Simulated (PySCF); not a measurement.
**I³⁺ (iodine, charge +3) across methods**

[Kr] 4d10 5s2 5p2, high-spin 3P determinant. All numbers are calculated (PySCF 2.14, scalar relativity by spin-free X2C-1e, in x2c-QZVPPall). The B2PLYP total includes its PT2 part (frozen core); its orbital energies are those of the SCF part.

```csv
method,E (hartree),mean ε 5s α (eV),mean ε 5s β (eV),mean ε 5p α (eV),Σ⟨r²⟩ (bohr²),⟨S²⟩
PBE0,-7113.13,-49.125,-46.465,-36.474,34.81,2.002
PW91,-7114.03,-47.262,-45.475,-35.124,34.78,2.001
r2SCANh,-7113.47,-48.526,-45.783,-36.034,34.83,2.003
LDA,-7106.95,-47.450,-45.914,-35.164,34.75,2.001
B2PLYP,-7112.79,-50.899,-47.422,-37.630,34.96,2.003
PBE,-7113.05,-47.162,-45.364,-35.055,34.80,2.001
UHF,-7110.65701,-54.003,-48.433,-39.884,35.13,2.007
r2SCAN,-7113.47,-47.807,-45.322,-35.521,34.82,2.003
```
